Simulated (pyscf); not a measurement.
Structures and frequencies: ωB97X-D3(BJ)/def2-SVP in PySCF.

**Question.** How much does it cost (ΔH, 298 K, ωB97M-D3(BJ)/def2-TZVP) to split H₃Si–Si(SiH₃)(SiH₃)–O–Al(Cl)–Cl at its O–Si bond into H₃Si–Si•(SiH₃)–SiH₃ + •O–Al(Cl)–Cl?

**Answer.** O–Si to H₃Si–Si•(SiH₃)–SiH₃ + •O–Al(Cl)–Cl: 119.8 kcal/mol. The 7 functionals that were run give +112.4 (PBE) to +121.0 kcal/mol (M06-2X). The radicals are drawn with the spin at the cut bond; how far it spreads was not checked. Other isomers of H₃Si–Si•(SiH₃)–SiH₃, •O–Al(Cl)–Cl were not searched in full and may lie lower.
